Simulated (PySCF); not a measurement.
Vibration and rotation of GeI⁻

UHF-MP2 constants of GeI⁻, ³Σ⁻ (triplet), unpaired electrons π ↑↑ (Ge def2-TZVPPD, I def2-TZVPPD with ECP28; scalar-relativistic core potentials (PySCF 2.14); masses 73.9212 and 126.9045 u):

| Quantity | Value |
| --- | --- |
| ωe | 167.0 cm⁻¹ |
| ωexe | 0.637 cm⁻¹ |
| Be | 0.048646 cm⁻¹ |
| αe | 0.000231 cm⁻¹ |
| D (centrifugal) | 1.65e-08 cm⁻¹ |
| De to Ge + I⁻ | 1.44 eV |

(1) Give the vibrational terms G(v) and spacings up to v = 6.

(2) How well does the Morse estimate ωe²/(4ωexe) reproduce De, and what is D0?

Correlated steps freeze 13 core orbitals. Spin–orbit coupling is left out, which matters for elements this heavy, above all for dissociation energies. For an ion De counts to the pair picked by the measured ionisation energies or electron affinities, which need not be the lowest pair at this level. The state was picked by a PBE0 search and need not be the measured ground state.

Results:

(1) G(v) = ωe(v+½) − ωexe(v+½)².

| v | G(v) (cm⁻¹) | G(v) − G(v−1) | Bv (cm⁻¹) |
| --- | --- | --- | --- |
| 0 | 83.3 |  | 0.04853 |
| 1 | 249.1 | 165.7 | 0.04830 |
| 2 | 413.5 | 164.5 | 0.04807 |
| 3 | 576.7 | 163.2 | 0.04784 |
| 4 | 738.6 | 161.9 | 0.04761 |
| 5 | 899.2 | 160.6 | 0.04738 |
| 6 | 1058.6 | 159.4 | 0.04714 |

(2) It gives 1.36 eV, 94 % of the computed De. D0 = De − G(0) = 1.44 − 0.01 = 1.43 eV.
